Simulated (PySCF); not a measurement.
An excited-state job on `B[C@@H]1CC1=C`.

Method: TDDFT PBE0/def2-SVPD, vertical, gas phase, core orbitals frozen in the response (PySCF 2.14.0, density-fitted response routines). Geometry: GFN2-xTB. The input is one job of a driver script: a line of settings, then coordinates in Å.

Command:
```bash
OMP_NUM_THREADS=1 python probes_run.py task.json out
```

Input:
```
{"job": {"kind": "uv", "xc": "PBE0", "basis": "def2-SVPD", "nstates": 8, "ntriplets": 3}, "charge": 0, "multiplicity": 1}
B     -1.163038     1.120601     0.915911
C     -0.841163    -0.138470     0.099269
C      0.215122    -1.148927     0.595642
C      0.518342    -0.255323    -0.499571
C      1.342182     0.190497    -1.409727
H     -2.187478     1.668528     0.781096
H     -0.369475     1.540567     1.666478
H     -1.621567    -0.579266    -0.515384
H      0.040088    -2.195994     0.389958
H      0.666285    -0.962638     1.559889
H      1.071412     0.985867    -2.084934
H      2.330488    -0.226128    -1.524655
```

Question: Give the output.

Answer: 
```
coarse grid: 9776 points
cycle   1  E = -180.9881511913  dE =  5.640e-01  |g| = 2.870e-01  |ddm| = 5.354e+00
cycle   2  E = -180.9937228173  dE = -5.572e-03  |g| = 2.664e-01  |ddm| = 1.119e+00
cycle   3  E = -181.0133195615  dE = -1.960e-02  |g| = 2.995e-02  |ddm| = 4.598e-01
cycle   4  E = -181.0135263423  dE = -2.068e-04  |g| = 1.322e-02  |ddm| = 8.240e-02
cycle   5  E = -181.0135710884  dE = -4.475e-05  |g| = 4.384e-03  |ddm| = 3.155e-02
cycle   6  E = -181.0135755654  dE = -4.477e-06  |g| = 1.505e-03  |ddm| = 9.852e-03
final grid: 93648 points
cycle   7  E = -181.0420753742  dE = -2.287e-05  |g| = 7.414e-03  |ddm| = 9.377e-02
cycle   8  E = -181.0420623051  dE =  1.307e-05  |g| = 1.027e-02  |ddm| = 2.776e-02
cycle   9  E = -181.0420902221  dE = -2.792e-05  |g| = 1.736e-03  |ddm| = 1.666e-02
cycle  10  E = -181.0420909861  dE = -7.640e-07  |g| = 1.528e-04  |ddm| = 2.469e-03
cycle  11  E = -181.0420909923  dE = -6.227e-09  |g| = 4.697e-05  |ddm| = 4.077e-04
cycle  12  E = -181.0420909930  dE = -6.443e-10  |g| = 1.016e-05  |ddm| = 1.409e-04
converged SCF energy = -181.0420909930

Static polarisability (au): isotropic 62.120, principal 49.478 59.952 76.929

Singlet excitations
state   eV       nm        f      main configurations
  1   5.1167    242.3   0.01613   H->L 0.96
  2   5.6369    220.0   0.00541   H-1->L 0.88
  3   6.2226    199.2   0.02752   H-2->L 0.47, H-3->L 0.43
  4   6.7098    184.8   0.14100   H-3->L 0.52, H-2->L 0.39
  5   6.7181    184.6   0.00418   H-1->L+1 0.89
  6   7.2554    170.9   0.22113   H->L+1 0.59, H-4->L 0.20, H->L+2 0.12
  7   7.2745    170.4   0.08343   H-4->L 0.67, H->L+1 0.11, H-2->L+1 0.09
  8   7.4500    166.4   0.08968   H->L+2 0.74, H->L+1 0.12

Triplet excitations (Tamm-Dancoff, eV): 4.3725 4.8833 5.1711
```

The SCF starts on a coarse grid where the log names one; the energy can jump when the final grid takes over, and dE then counts from the start density on the new grid. H and L stand for HOMO and LUMO; the number after each pair is its weight.

Question: How does the lowest singlet excitation compare with the HOMO–LUMO gap?

Answer: HOMO -7.67 eV and LUMO -1.29 eV give a gap of 6.38 eV; S1 at 5.12 eV lies 1.26 eV below it.

Question: Which computed singlet has the largest oscillator strength, and what do all of them sum to?

Answer: State 6 at 7.26 eV (171 nm), f = 0.221; the 8 states sum to 0.588.

In short: HOMO -7.67 eV, LUMO -1.29 eV; lowest singlet 5.12 eV; lowest triplet 4.37 eV (Tamm–Dancoff); mean polarisability 62.1 au.

Question: Estimate the wall time. Hardware: one thread of an Arm Neoverse V1, on a shared host. And the peak memory of the process?

Answer: About 16 s (density and orbital grids were written too), with 0.64 GiB resident at the peak, the Python interpreter and its libraries included.

One conformer stands for the species.
Labels such as C1 count atoms from 1, the log's own numbers from 0.
